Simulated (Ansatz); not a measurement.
Isolated molecules relaxed with PBE0-D4/def2-TZVP in Ansatz; ΔE leaves out vibrations. CCSD(T)/CBS is the MP2 limit (def2-TZVPP, def2-QZVPP) plus CCSD(T) − MP2 in def2-TZVPP, frozen cores. Each species was taken in one conformer, which may not be the lowest.

`C[O][AlH][SH]` + `CBNC[SiH3]` → `[SiH3]C[NH][AlH][SH]` + `CBOC`  (redistribution)

```tsv
species	MP2/def2-TZVPP energy (Eh)
`C[O][AlH][SH]`	-755.91651
`CBNC[SiH3]`	-450.52988
`[SiH3]C[NH][AlH][SH]`	-1026.26408
`CBOC`	-180.16669
```

Q: Work out ΔE.

A: ΔE = (-1026.26408) + (-180.16669) − (-755.91651) − (-450.52988) = 0.01562 Eh = +41.0 kJ/mol. CCSD(T)/CBS gives +40.0 kJ/mol.

Largest T1 diagnostic among the species: 0.012.
